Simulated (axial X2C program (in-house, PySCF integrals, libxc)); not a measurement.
NGeO²⁺: properties at the nuclei

Computed with an in-house all-electron X2C program for linear molecules (integrals from PySCF): two-component X2C with atomic mean-field Coulomb and Gaunt terms, Gaussian nuclei, basis N dyall-av3z, Ge dyall-v3z, O dyall-av3z with contracted cores.

N–Ge–O held linear, with bonds 2.069 and 1.769 Å (near the PBE0 minimum at charge 2 of the determinant lowest at the starting distance; the state shown can have its own minimum elsewhere, held linear; other orders of the atoms were not compared).

Input and command:
```json
{"zs": [7, 32, 8], "q": 2, "bas": ["dyall-av3z", "dyall-v3z", "dyall-av3z"], "r0": [1.71, 1.68], "symm": 0, "scan": ["PBE0", "HF", "r2SCAN"], "levels": ["PBE0", "HF", "TPSSh"], "nst": 2}
```
```bash
python solin.py task.json out
```

Keys: zs atomic numbers; q charge; bas basis sets; r0 starting distance in Å; symm equal bonds; scan levels of the two-bond scan; levels methods; nst determinants followed.

Determinant lowest in the PBE0 search, Ω = 1/2 (⟨Sz⟩ = -0.50, ⟨Lz⟩ = 1.00 at PBE0), spin on the atoms N -1.16, Ge 0.02, O 0.64:

```json
{"level": "PBE0", "Eeff magnitude (GV/cm)": "2.33", "Ws magnitude Ge (kHz)": "2.03", "A∥/gI N (MHz)": "231", "qzz N (a.u.)": "0.88", "A∥/gI Ge (MHz)": "1450", "qzz Ge (a.u.)": "-4.51", "A∥/gI O (MHz)": "675", "qzz O (a.u.)": "0.66"}
{"level": "HF", "Eeff magnitude (GV/cm)": "5.4", "Ws magnitude Ge (kHz)": "4.67", "A∥/gI N (MHz)": "68.8", "qzz N (a.u.)": "0.60", "A∥/gI Ge (MHz)": "1800", "qzz Ge (a.u.)": "-4.05", "A∥/gI O (MHz)": "815", "qzz O (a.u.)": "1.28"}
{"level": "TPSSh", "Eeff magnitude (GV/cm)": "1.69", "Ws magnitude Ge (kHz)": "1.48", "A∥/gI N (MHz)": "217", "qzz N (a.u.)": "0.86", "A∥/gI Ge (MHz)": "1150", "qzz Ge (a.u.)": "-4.31", "A∥/gI O (MHz)": "626", "qzz O (a.u.)": "0.55"}
```

Eeff is the effective electric field on the electron electric dipole moment in this Ω state and Ws the scalar–pseudoscalar constant of the nucleus named (defined with the proton number Z and per Ω); A∥ (defined per Ω) follows by multiplying with gI = μI/(I μN); qzz is the electric field gradient, eQq0 = 234.96 MHz × Q/barn × qzz. The operators were transformed with the bare-nucleus X2C matrices; with these basis sets, hyperfine constants and field gradients can be off by tens of per cent, and where levels differ in sign neither size nor sign is settled.

With Q(14N) = 0.02044 barn, gI(73Ge) = -0.1954, Q(73Ge) = -0.196 barn, gI(17O) = -0.7575 (g factors from the IAEA table of nuclear moments by Stone; Q from Pyykkö, Mol. Phys. 2018), turn the PBE0 values of the first state into constants in MHz.

eQq0(14N) = 234.96 × (0.02044) × (0.88) = 4.23 MHz; A∥(73Ge) = 1450 × -0.1954 = -283 MHz; eQq0(73Ge) = 234.96 × (-0.196) × (-4.51) = 208 MHz; A∥(17O) = 675 × -0.7575 = -511 MHz.

The molecule was held linear; bending was not examined, so a bent shape may lie lower.

Each state is one determinant with collinear spin. Unrestricted Hartree–Fock can overshoot spin polarisation at the nuclei. Where Eeff spreads by more than a factor of two the levels disagree and none is to be relied on. In the state Ω = 1/2 the atomic spins oppose each other (-1.16, 0.02, 0.64): a broken-symmetry determinant whose values are not spin-projected. The search compared states at one distance, so a state with another bond length can lie lower. Further determinants of the search, some of them spin-mixed, are not shown. Where a field gradient or hyperfine factor spreads by more than a factor of two over the levels, a constant derived from it is not to be relied on.
